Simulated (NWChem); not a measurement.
Program: NWChem. System: GeS, charge 0, spin multiplicity 1, at a geometry optimised with PBE0/def2-SVP. The structure started from a generated list of species. Level: RHF/def2-SVP, spin-restricted.

The NWChem input:

```
start mol
memory heap 200 mb stack 900 mb global 1100 mb
geometry units angstroms nocenter noautoz noautosym
  Ge     0.000000     0.000000     0.672680
  S      0.000000     0.000000    -1.345359
end
basis spherical
  * library def2-svp
end
scf
  rhf
  nopen 0
  maxiter 100
  thresh 1e-7
  semidirect memsize 60000000 filesize 0
end
task scf energy
```

Output (cleaned and shortened):

```
             Northwest Computational Chemistry Package (NWChem) 7.3.0
             --------------------------------------------------------

                                NWChem Input Module
                                -------------------

 Scaling coordinates for geometry "geometry" by  1.889725989
 (inverse scale =  0.529177249)

                             Geometry "geometry" -> ""
                             -------------------------

 Output coordinates in angstroms (scale by  1.889725989 to convert to a.u.)

  No.       Tag          Charge          X              Y              Z
 ---- ---------------- ---------- -------------- -------------- --------------
    1 Ge                  32.0000     0.00000000     0.00000000     0.67268000
    2 S                   16.0000     0.00000000     0.00000000    -1.34535900

 Effective nuclear repulsion energy (a.u.)     134.2584318181

            Nuclear Dipole moment (a.u.)
            ----------------------------
        X                 Y               Z
 ---------------- ---------------- ----------------
     0.0000000000     0.0000000000     0.0000302356


 Summary of "ao basis" -> "" (spherical)
 ------------------------------------------------------------------------------
       Tag                 Description            Shells   Functions and Types
 ---------------- ------------------------------  ------  ---------------------
 *                          def2-svp                  on all atoms

 Summary of "ao basis" -> "ao basis" (spherical)
 ------------------------------------------------------------------------------
       Tag                 Description            Shells   Functions and Types
 ---------------- ------------------------------  ------  ---------------------
 Ge                         def2-svp                12       32   5s4p3d
 S                          def2-svp                 8       18   4s3p1d

                                 NWChem SCF Module
                                 -----------------

  ao basis        = "ao basis"
  functions       =    50
  atoms           =     2
  closed shells   =    24
  open shells     =     0
  charge          =   0.00
  wavefunction    = RHF
  use symmetry    = F
  symmetry adapt  = F

 Summary of "ao basis" -> "ao basis" (spherical)
 ------------------------------------------------------------------------------
       Tag                 Description            Shells   Functions and Types
 ---------------- ------------------------------  ------  ---------------------
 Ge                         def2-svp                12       32   5s4p3d
 S                          def2-svp                 8       18   4s3p1d

 Forming initial guess at       0.0s

      Superposition of Atomic Density Guess
      -------------------------------------

 Sum of atomic energies:       -2472.39080882

      Non-variational initial energy
      ------------------------------

 Total energy =   -2472.570653
 1-e energy   =   -3712.000811
 2-e energy   =    1105.171726
 HOMO         =      -0.283517
 LUMO         =      -0.033120

 Starting SCF solution at       0.2s

 ----------------------------------------------
         Quadratically convergent ROHF

 Convergence threshold     :          1.000E-07
 Maximum no. of iterations :          100
 Final Fock-matrix accuracy:          1.000E-09
 ----------------------------------------------

              iter       energy          gnorm     gmax       time
             ----- ------------------- --------- --------- --------
                 1    -2472.4886291351  6.80D-01  2.63D-01      0.3
                 2    -2472.5381810520  1.46D-01  5.92D-02      0.3
                 3    -2472.5411463291  1.27D-02  3.72D-03      0.3
                 4    -2472.5411621630  5.79D-05  1.93D-05      0.3
                 5    -2472.5411621633  8.46D-09  2.84D-09      0.3

       Final RHF  results
       ------------------

         Total SCF energy =  -2472.541162163331
      One-electron energy =  -3712.188837302640
      Two-electron energy =   1105.389243321170
 Nuclear repulsion energy =    134.258431818139

        Time for solution =      0.0s

             Final eigenvalues
             -----------------

              1
    1 -405.2387
    2  -91.8992
    3  -52.1672
    4  -46.2673
    5  -46.2673
    6  -46.2653
    7   -8.9354
    8   -7.2241
    9   -6.6221
   10   -6.6204
   11   -6.6204
   12   -5.1998
   13   -5.1998
   14   -5.1948
   15   -1.6743
   16   -1.6743
   17   -1.6685
   18   -1.6679
   19   -1.6679
   20   -0.9241
   21   -0.5798
   22   -0.3796
   23   -0.3734
   24   -0.3734
   25    0.0268
   26    0.0268
   27    0.1795
   28    0.2495
   29    0.4760
   30    0.4762
   31    0.4762
   32    0.5332
   33    0.5332
   34    0.5635

                       ROHF Final Molecular Orbital Analysis
                       -------------------------------------

 Vector   22  Occ=2.000000D+00  E=-3.795771D-01
              MO Center=  1.4D-14, -1.3D-14,  9.2D-02, r^2= 3.4D+00
   Bfn.  Coefficient  Atom+Function         Bfn.  Coefficient  Atom+Function
  ----- ------------  ---------------      ----- ------------  ---------------
    45      0.403650  2 S  pz                14     -0.362152  1 Ge pz
    42      0.318365  2 S  pz                 4     -0.306421  1 Ge s
     5     -0.294569  1 Ge s                 17     -0.254609  1 Ge pz
    11      0.205299  1 Ge pz                 3      0.186991  1 Ge s
    39      0.181163  2 S  pz

 Vector   23  Occ=2.000000D+00  E=-3.734453D-01
              MO Center= -2.7D-14, -1.7D-15, -9.3D-01, r^2= 2.0D+00
   Bfn.  Coefficient  Atom+Function         Bfn.  Coefficient  Atom+Function
  ----- ------------  ---------------      ----- ------------  ---------------
    43      0.551557  2 S  px                40      0.375737  2 S  px
    37      0.217503  2 S  px                15      0.214376  1 Ge px
    12      0.184990  1 Ge px

 Vector   24  Occ=2.000000D+00  E=-3.734453D-01
              MO Center= -3.3D-15,  3.4D-14, -9.3D-01, r^2= 2.0D+00
   Bfn.  Coefficient  Atom+Function         Bfn.  Coefficient  Atom+Function
  ----- ------------  ---------------      ----- ------------  ---------------
    44      0.551557  2 S  py                41      0.375737  2 S  py
    38      0.217503  2 S  py                16      0.214376  1 Ge py
    13      0.184990  1 Ge py

 Vector   25  Occ=0.000000D+00  E= 2.680484D-02
              MO Center=  3.7D-15, -4.3D-17,  3.9D-01, r^2= 3.6D+00
   Bfn.  Coefficient  Atom+Function         Bfn.  Coefficient  Atom+Function
  ----- ------------  ---------------      ----- ------------  ---------------
    15      0.768051  1 Ge px                43     -0.484153  2 S  px
    12      0.324460  1 Ge px                 9     -0.204365  1 Ge px
    40     -0.191914  2 S  px

 Vector   26  Occ=0.000000D+00  E= 2.680484D-02
              MO Center=  7.0D-16, -5.2D-15,  3.9D-01, r^2= 3.6D+00
   Bfn.  Coefficient  Atom+Function         Bfn.  Coefficient  Atom+Function
  ----- ------------  ---------------      ----- ------------  ---------------
    16      0.768051  1 Ge py                44     -0.484153  2 S  py
    13      0.324460  1 Ge py                10     -0.204365  1 Ge py
    41     -0.191914  2 S  py

 Vector   27  Occ=0.000000D+00  E= 1.795013D-01
              MO Center= -1.3D-15,  8.6D-16,  4.9D-01, r^2= 4.6D+00
   Bfn.  Coefficient  Atom+Function         Bfn.  Coefficient  Atom+Function
  ----- ------------  ---------------      ----- ------------  ---------------
    17      1.615624  1 Ge pz                36      1.363517  2 S  s
     5     -1.293538  1 Ge s                 45      0.915529  2 S  pz
    34     -0.167557  2 S  s                 35      0.154182  2 S  s

 center of mass
 --------------
 x =   0.00000000 y =   0.00000000 z =   0.11977640

 moments of inertia (a.u.)
 ------------------
         324.585733382084           0.000000000000           0.000000000000
           0.000000000000         324.585733382084           0.000000000000
           0.000000000000           0.000000000000           0.000000000000

  Mulliken analysis of the total density
  --------------------------------------

    Atom       Charge   Shell Charges
 -----------   ------   -------------------------------------------------------
    1 Ge  32    31.64   2.00  2.00  2.00  1.35  0.49  6.00  5.98  0.89  0.82  8.15  1.80  0.18
    2 S   16    16.36   2.00  1.99  1.19  0.71  5.94  1.70  2.80  0.04

       Multipole analysis of the density wrt the origin
       ------------------------------------------------

     L   x y z        total         open         nuclear
     -   - - -        -----         ----         -------
     0   0 0 0     -0.000000      0.000000     48.000000

     1   1 0 0      0.000000      0.000000      0.000000
     1   0 1 0     -0.000000      0.000000      0.000000
     1   0 0 1      1.010910      0.000000      0.000030

     2   2 0 0    -21.827323      0.000000      0.000000
     2   1 1 0      0.000000      0.000000      0.000000
     2   1 0 1      0.000000      0.000000      0.000000
     2   0 2 0    -21.827323      0.000000      0.000000
     2   0 1 1     -0.000000      0.000000      0.000000
     2   0 0 2    -24.825912      0.000000    155.126325

 Task  times  cpu:        0.3s     wall:        0.3s

 Total times  cpu:        0.3s     wall:        0.3s
```
